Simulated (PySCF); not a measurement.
Electronic structure of Ar (argon, neutral) at the UHF level

Configuration: [Ar], closed-shell 1S. All numbers are calculated (PySCF 2.14, no relativity, point nucleus, in an even-tempered Gaussian basis (21 s from 0.01 bohr⁻², ratio 2.5; 15 p from 0.013 bohr⁻², ratio 2.5; 6 d from 0.91 bohr⁻², ratio 2.7; 5 f from 1.4 bohr⁻², ratio 2.7)).

| Quantity | Value |
| --- | --- |
| Total energy | -526.815137 hartree |
| One-electron energy | -728.2336 hartree |
| Hartree (Coulomb) energy | 231.6028 hartree |
| Exchange energy | -30.1843 hartree |
| Kinetic energy | 526.81522 hartree |
| ⟨S²⟩ | 0.0000 |
| ⟨L²⟩ | 0.000 |
| Sum of ⟨r⟩ | 16.07 bohr |
| Sum of ⟨r²⟩ | 26.04 bohr² |
| Density at the nucleus (Gaussians lack the cusp) | 3800 bohr⁻³ |
| Langevin diamagnetic susceptibility | -20.6 ×10⁻⁶ cm³/mol |

```tsv
shell	electrons	mean orbital energy (eV)	rms radius, mean of both spins (bohr)
1s	2	-3227.6	0.0998
2s	2	-335.31	0.449
2p	6	-260.46	0.418
3s	2	-34.759	1.53
3p	6	-16.083	1.82
```

Spin-orbit constants ζ (cm⁻¹) from the X2C one-electron operator on these orbitals (non-relativistic here): bare nucleus, nucleus screened by l(l+1)(2l+1)/3 electrons, and screened by the Breit-Pauli mean field of the electrons.

```csv
shell,bare,screened nucleus,mean field
2p,12880,11450,10790
3p,928.1,825.0,767.3
```
